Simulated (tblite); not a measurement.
Compound: C11H9N.
Z-matrix (Å and degrees, GFN2-xTB geometry), rows numbered from 1:
```
C 
C   1  1.3849
C   2  1.3824  1  120.18
C   3  1.3928  2  120.48  1     0.40
C   4  1.4695  3  120.50  2   179.70
C   5  1.3942  4  121.33  3  -138.78
C   6  1.3842  5  118.87  4   179.74
N   7  1.3223  6  123.61  5     0.31
C   8  1.3223  7  117.70  6    -0.12
C   9  1.3842  8  123.60  7    -0.17
C   4  1.3928  3  118.91  2    -0.25
C  11  1.3824  4  120.49  3    -0.10
H   1  1.0799  2  120.11  3   179.88
H   2  1.0803  1  120.01  3  -180.00
H   3  1.0804  2  119.95  1   178.95
H   6  1.0793  5  120.58  4     1.03
H   7  1.0825  6  120.90  5  -179.63
H   9  1.0825  8  115.47  7   179.74
H  10  1.0793  5  120.61  4     1.18
H  11  1.0804  4  119.59  3  -178.78
H  12  1.0803  1  119.99  2   179.77
```

All values are computed: GFN2-xTB (tblite) harmonic vibrations without scaling, gas phase. Against measured fundamentals such values can be off by several per cent, at times by over 20. One conformer, not necessarily the lowest.

Harmonic wavenumbers (cm⁻¹): 66.8, 83.9, 113.5, 249.2, 302.7, 334.5, 338.2, 371.8, 478.9, 542.8, 581.5, 589.3, 628.8, 668.5, 705.2, 750.8, 752.2, 805.6, 876.1, 887.4, 903.1, 915.6, 924.5, 930.6, 933.3, 964.8, 1005.2, 1076.1, 1089.0, 1101.2, 1116.1, 1125.5, 1182.6, 1199.4, 1209.8, 1264.4, 1279.6, 1286.6, 1291.1, 1319.6, 1374.0, 1432.3, 1454.8, 1494.2, 1550.3, 1581.7, 1584.0, 1600.5, 3054.1, 3054.4, 3073.8, 3074.6, 3082.4, 3085.9, 3089.4, 3090.6, 3094.6.

A = 2977, B = 552.4, C = 484.9 MHz; mass 155.073 u (most abundant isotopes); point group C2, symmetry number 2.

Question: What is the zero-point energy?

Answer: Half the sum of the wavenumbers: 36009 cm⁻¹ = 102.95 kcal/mol.

Question: Give the ideal-gas entropy at 298.15 K and 1 bar in the rigid-rotor, harmonic-oscillator model (classical rotation).

Answer: Translation 41.05, rotation 29.00, vibration 23.71: S = 93.8 cal/(mol K).

Question: And Cp and H(298.15 K) − H(0)?

Answer: Cp = 38.94 cal/(mol K), of which vibrations give 30.99 (their classical limit is 57 R = 113.3); H(298.15 K) − H(0) = 6.39 kcal/mol without the zero-point energy, 4.02 from vibrations.

Question: What must be added to the electronic energy to get the Gibbs energy at 298.15 K and 1 bar?

Answer: ZPE + [H(298.15 K) − H(0)] − T·S = 102.95 + 6.39 − 27.96 = 81.38 kcal/mol.

Question: Blend soft modes into free rotors: weight 1/[1 + (100 cm⁻¹/ν̃)⁴] for the oscillator and the rest for a rotor with moment μB/(μ + B), μ = h/(8π²ν), B = 10⁻⁴⁴ kg m². What vibrational entropy results?

Answer: 22.22 cal/(mol K) in place of 23.71, which changes −T·S at 298.15 K by +0.45 kcal/mol.

Hindered rotation and anharmonicity are outside this model. Other conformers, if any are populated, would add a mixing term that is left out. The structure is chiral; the term R ln 2 for an equal mix with its mirror image is left out.
